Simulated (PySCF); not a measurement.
# Hartree-Fock beside MP2: CClFH3Si

These are calculations, not measurements. They come from PySCF 2.14.0, an open-source quantum chemistry program, on an isolated molecule that a program drew, which may never have been made. The molecule is CClFH3Si (charge 0, doublet), drawn as the SMILES string `C[Si](F)Cl`.

The geometry was optimised and harmonic frequencies were computed with HF and MP2, all in the cc-pV(D+d)Z basis, for the commonest isotopes, with a restricted reference for singlets and an unrestricted one otherwise, and a frozen core in MP2. Each result is a local minimum of its method.

Geometry at the HF minimum:
```xyz
7
CClFH3Si, angstrom
C    -0.5965    1.5373    1.1575
Si   -0.5741    0.8672   -0.5813
F    -0.2154    2.0777   -1.5862
Cl    0.9252   -0.5424   -0.7840
H    -0.8017    0.7397    1.8738
H    -1.3652    2.3071    1.2555
H     0.3763    1.9794    1.3898
```

Lengths of the bonds as drawn, in Å (atoms numbered as above):
```
   bond     HF    MP2
 C1-Si2  1.864  1.867
 Si2-F3  1.614  1.634
Si2-Cl4  2.068  2.066
  C1-H5  1.092  1.102
  C1-H6  1.092  1.102
  C1-H7  1.093  1.104
```

Rotational constants, in GHz:
| constant | HF | MP2 |
|---|---|---|
| A | 6.364 | 6.248 |
| B | 3.357 | 3.353 |
| C | 2.392 | 2.373 |

Harmonic frequencies in cm^-1, each column in rising order, so a row needn't be the same motion in every method:
```
rank    HF   MP2
   1   151   150
   2   198   187
   3   249   234
   4   295   280
   5   536   533
   6   730   711
   7   835   780
   8   845   789
   9   919   883
  10  1384     ?
  11  1540  1441
  12  1544  1447
  13  3174  3085
  14  3265  3195
  15  3276  3208
```

**Estimate the missing MP2 frequency from the HF column.**

A single factor s that minimises the squared misfit of MP2 against s times HF over the other rows is sum(HF x MP2) / sum(HF^2) = 0.9699, with an rms misfit of 26 cm^-1. For rank 10 it gives 0.9699 x 1384 = 1342 cm^-1. The calculation gives 1270 cm^-1, 72 cm^-1 below the estimate. The drawn bonds are on average 0.7 % longer in MP2 than in HF.
